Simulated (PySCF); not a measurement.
Coordinates in bohr (charge 0 multiplicity 4):
```
Cr    0.0000    0.0000   -0.0629
H     2.8314    0.0000    1.0811
H    -1.4157    2.4521    1.0811
H    -1.4157   -2.4521    1.0811
```

All numbers come from UPBE0 in PySCF with Cr def2-TZVP, H def2-TZVP; no relativity; density-fitted integrals.

This geometry of CrH₃ is a stationary point at this level.

**Question.** What is the point group?

**Answer.** C3v.

**Question.** Is it a minimum?

**Answer.** Yes: all harmonic wavenumbers are real.

**Question.** List the harmonic modes with their infrared intensities.

**Answer.** 
```csv
symmetry,ω (cm⁻¹),"IR (km/mol, summed over degenerate members)"
a1,458,252
e,586,105
a1,1737,15.7
e,1739,402
```

**Question.** Give the atomic charges and bond orders.

**Answer.** 
```csv
atom,Mulliken,Löwdin,polar tensor,spin (Mulliken),Mayer order to Cr1
Cr1,0.38,0.28,0.94,3.77,–
"H2,3,4",-0.13,-0.09,-0.31,-0.26,0.92
```

**Question.** Give the ideal-gas entropy at 298.15 K and 1 bar by parts.

**Answer.** translation 158.8, rotation 59.7, vibration 7.3, spin 11.5; total 237.4 J/(mol K).

In C3v the vibrations span 2a1 + 2e.

The determinant is spin-contaminated (⟨S²⟩ = 3.97, pure value 3.75). Only a few start shapes were tried, so a lower isomer may exist. With open d or f shells other occupations or spin states may lie lower.
